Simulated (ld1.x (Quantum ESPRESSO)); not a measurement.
# Transferability test, TM potential for I

ld1.x (Quantum ESPRESSO) 7.5 input, shortened:

```
&input
   title='I', zed=53., rel=1, dft='PBESOL', iswitch=3,
   config='[Kr] 4d10 5s2 5p5'
 /
 &inputp
   pseudotype=2, tm=.true., lloc=-1, rcloc=1.22,
   nlcc=.true.
 /
2
5S  1  0   2.00   0.00  1.12  1.12  0.0
5P  2  1   5.00   0.00  1.54  1.54  0.0
 &test
   configts(1)='5s2 5p5'
 /
```

Energies are relative to the spin-unpolarised reference configuration 5s2 5p5; without spin polarisation the order of configurations can differ from experiment.

```json
{"valence configuration": "5s2 5p4", "charge": "+1", "ΔE all-electron (eV)": "11.151", "error AE − PS (meV)": "-14"}
{"valence configuration": "5s2 5p3", "charge": "+2", "ΔE all-electron (eV)": "31.034", "error AE − PS (meV)": "-62"}
{"valence configuration": "5s2 5p2", "charge": "+3", "ΔE all-electron (eV)": "60.420", "error AE − PS (meV)": "-156"}
{"valence configuration": "5s1 5p6", "charge": "0", "ΔE all-electron (eV)": "10.446", "error AE − PS (meV)": "-52"}
{"valence configuration": "5s2 5p4.5", "charge": "+0.5", "ΔE all-electron (eV)": "4.540", "error AE − PS (meV)": "-3.5"}
{"valence configuration": "5s2 5p5.3", "charge": "-0.3", "ΔE all-electron (eV)": "-1.786", "error AE − PS (meV)": "-0.1"}
```

What are ΔE and the potential's error for 5s2 5p1?

ΔE = 99.915 eV all-electron; the error (AE − PS) is -295 meV.

Levels in the configuration 5s2 5p4:

| level | all-electron (eV) | pseudo (eV) |
| --- | --- | --- |
| 5s | -26.307 | -26.366 |
| 5p | -15.377 | -15.402 |

Note: ghost states, extra bound levels that the all-electron valence spectrum of the same l lacks: s at -113.6 eV, p at -32.0 eV, d at -29.2 eV. A true bound ghost makes a file unfit for plane-wave use.
